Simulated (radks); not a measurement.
Values are calculated unless marked as measured or tabulated.
Task: Tc+, configuration [Kr] 4d5 5s1. Level of theory: scalar-relativistic Kohn-Sham, Slater X-alpha with alpha = 0.784, spin-unpolarised, spherical densities, point nucleus (a radial shooting solver on a logarithmic mesh with Libxc functionals). Some entries of the table are withheld. Estimate them.

| orbital | occ. | eigenvalue (hartree) | r(max) (bohr) |
|---|---|---|---|
| 1s | 2 | -768.4907 | (1) |
| 2s | 2 | (2) | 0.1261 |
| 2p | 6 | -98.86215 | 0.1006 |
| 3s | 2 | -19.51293 | 0.3717 |
| 3p | 6 | -15.76397 | 0.3646 |
| 3d | 10 | -9.66606 | 0.3095 |
| 4s | 2 | -3.01777 | (3) |
| 4p | 6 | -1.98251 | (4) |
| 4d | 5 | -0.53809 | (5) |
| 5s | 1 | -0.42208 | 2.582 |

Result: 
(1) 1s r(max) (bohr): 0.02229
(2) 2s eigenvalue (hartree): -110.2271
(3) 4s r(max) (bohr): 0.9432
(4) 4p r(max) (bohr): 1.015
(5) 4d r(max) (bohr): 1.253
